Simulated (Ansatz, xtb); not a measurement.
## C2H9GeO2+: which of two isomers lies lower

Structure a: `[CH3][Ge]([CH3])([OH])[OH2+]`, a singlet. Structure b: `C[CH2][Ge@H]([OH])[OH2+]`, a singlet. Both are isolated ions in the gas phase, relaxed with PBE0-D3(BJ)/def2-SVP; the shapes shown needn't be the lowest conformers.

a (Å):

```csv
atom,x (Å),y (Å),z (Å)
C,-1.4624,-1.8789,2.9060
C,-1.4715,1.2765,1.6387
Ge,-1.4526,-0.6286,1.4639
O,-2.2022,-1.3185,0.0454
O,0.3978,-0.9455,0.6631
H,-1.3800,-2.9013,2.5116
H,-0.6521,-1.6761,3.6209
H,-2.4212,-1.7864,3.4394
H,-0.7289,1.5948,2.3847
H,-1.2512,1.7551,0.6744
H,-2.4672,1.5962,1.9826
H,-2.6339,-0.7213,-0.5787
H,0.3469,-1.4730,-0.1530
H,1.1893,-1.2075,1.1591
```

b (Å):

```xyz
14

C    -0.1592   -0.1786   -0.1664
C     0.7101   -1.3032    0.3849
Ge    1.9310   -0.7609    1.7566
O     2.4211   -2.0828    2.7728
O     0.6468    0.0682    3.1055
H    -0.8037    0.2608    0.6088
H    -0.8179   -0.5723   -0.9534
H     0.4379    0.6276   -0.6184
H     0.1189   -2.1267    0.8184
H     1.3395   -1.7575   -0.4002
H     2.9066    0.4148    1.6755
H     3.2481   -2.0055    3.2664
H     0.6721    0.9927    3.3989
H     0.3767   -0.4952    3.8503
```

Quicker runs give these differences E(b) − E(a): GFN2-xTB +0.226 eV; HF/STO-3G +0.672 eV (at GFN2-xTB geometries); r2SCAN-D4/def2-SVP +0.647 eV (at GFN2-xTB geometries).

Question: Estimate E(b) − E(a) at the level CCSD(T)/def2-SVP + ΔMP2/def2-TZVPP.

Answer: Calculated at CCSD(T)/def2-SVP + ΔMP2/def2-TZVPP: E(b) − E(a) = +0.708 eV, so structure a lies lower.

The same difference at several levels:

```tsv
level	geometry	E(b) − E(a) (eV)	departure from the last row (eV)	job, with rough time for the two
GFN2-xTB	GFN2-xTB	+0.226	−0.482	optimisation, 0.72 s
HF/STO-3G	GFN2-xTB	+0.672	−0.036	single point, 1.8 s
r2SCAN-D4/def2-SVP	GFN2-xTB	+0.647	−0.061	single point, 9 s
PBE0-D3(BJ)/def2-SVP	PBE0-D3(BJ)/def2-SVP	+0.630	−0.078	optimisation, 3.7 min
HF/def2-SVP	PBE0-D3(BJ)/def2-SVP	+0.597	−0.111	part of the CCSD(T) run
MP2/def2-SVP	PBE0-D3(BJ)/def2-SVP	+0.609	−0.099	part of the CCSD(T) run
CCSD(T)/def2-SVP	PBE0-D3(BJ)/def2-SVP	+0.573	−0.135	single point
CCSD(T)/def2-SVP + ΔMP2/def2-TZVPP	PBE0-D3(BJ)/def2-SVP	+0.708		single point, 2.7 min
```

As drawn, b has 1 C–C, 1 Ge–H in place of 1 C–Ge, 1 C–H.

None of the levels shown reverses the order. The largest departure from CCSD(T)/def2-SVP + ΔMP2/def2-TZVPP is that of GFN2-xTB, 0.482 eV. The last row adds to CCSD(T) the change of the MP2 difference between the two basis sets, here +0.135 eV, a large step that makes the value less sure.

With harmonic frequencies from PBE0-D3(BJ)/def2-SVP (ideal gas, rigid rotor, one conformer each, 400 K, 1 atm): the zero-point term adds −0.001 eV; ΔH is +0.687 and ΔG +0.700 eV.

The correlated steps freeze 13 core orbitals; the filled d shell of Ge is correlated, in a basis made for valence electrons. Codes used: Ansatz 0.2.0, xtb 6.7.1; the last row on 2 threads of Intel(R) Xeon(R) Processor @ 2.50GHz (Skylake/Cascade Lake) on a shared host.
